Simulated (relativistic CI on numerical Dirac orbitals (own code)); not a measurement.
**Ligand-field terms of d8**

Computed with a parametric ligand-field model of a d^n configuration (Racah B and C, spin-orbit zeta, crystal field), exact diagonalisation.

Field parameters in Wybourne normalisation: D3d B²₀ = −7Dσ, B⁴₀ = −14Dq − 21Dτ, B⁴₃ = −14√(10/7) Dq; Oh B⁴₀ = 21Dq, B⁴₄ = √(5/14) B⁴₀; Td as Oh with Dq negative (B⁴₀ = 21Dq, B⁴₄ = √(5/14) B⁴₀). The field is a parameter set, without covalency.

Question: A d8 ion in Td symmetry has the ground term 3T1 and bands at 3T2 1194 cm⁻¹, 3A2 2644 cm⁻¹, 1T2 7936 cm⁻¹ (1260 nm), 1E 8402 cm⁻¹ (1190 nm), 3T1 9789 cm⁻¹ (1022 nm), 1T2 12113 cm⁻¹ (826 nm). Which parameters reproduce them?

Answer: B = 590, C = 2270, ζ = 0 cm⁻¹, Td, 10Dq = -1450 cm⁻¹.

Question: Ground term and bands for B = 570, C = 2070, ζ = 0 cm⁻¹, Oh, 10Dq = 4100 cm⁻¹?

Answer: Ground term 3A2 with 2.00 electrons in the two orbitals of the cubic e set. Spin-allowed: 3T2 4100 cm⁻¹ (2439 nm), 3T1 6966 cm⁻¹ (1435 nm), 3T1 13884 cm⁻¹ (720 nm). Lowest spin-forbidden: 1E 8276 cm⁻¹ (1208 nm), 1T2 12077 cm⁻¹ (828 nm), 1A1 13390 cm⁻¹ (747 nm). With an A2 ground term the first spin-allowed band lies at |10Dq| itself.

Question: Ground term and bands for B = 670, C = 2860, ζ = 0 cm⁻¹, Td, 10Dq = -2100 cm⁻¹?

Answer: Ground term 3T1 with 3.86 electrons in the two orbitals of the cubic e set. Spin-allowed: 3T2 1742 cm⁻¹, 3A2 3842 cm⁻¹ (2603 nm), 3T1 11434 cm⁻¹ (875 nm). Lowest spin-forbidden: 1T2 9678 cm⁻¹ (1033 nm), 1E 10241 cm⁻¹ (976 nm), 1T2 14536 cm⁻¹ (688 nm).

Question: Ground term and bands for B = 870, C = 3260, ζ = 0 cm⁻¹, D3d, 10Dq = 14100, Dσ = -1200, Dτ = 260 cm⁻¹?

Answer: Ground term 3A2 with 2.02 electrons in the two orbitals of the cubic e set. Spin-allowed: 3E 15047 cm⁻¹ (665 nm), 3A1 16169 cm⁻¹ (618 nm), 3A2 21555 cm⁻¹ (464 nm), 3E 24165 cm⁻¹ (414 nm). Lowest spin-forbidden: 1E 13079 cm⁻¹ (765 nm), 1A1 22743 cm⁻¹ (440 nm), 1E 27648 cm⁻¹ (362 nm).

Question: A d8 ion in Td symmetry has the ground term 3T1 and bands at 3T2 4337 cm⁻¹ (2306 nm), 3A2 9337 cm⁻¹ (1071 nm), 1T2 9574 cm⁻¹ (1044 nm), 1E 9930 cm⁻¹ (1007 nm), 3T1 12223 cm⁻¹ (818 nm), 1T2 15509 cm⁻¹ (645 nm). Which parameters reproduce them?

Answer: B = 570, C = 2930, ζ = 0 cm⁻¹, Td, 10Dq = -5000 cm⁻¹.
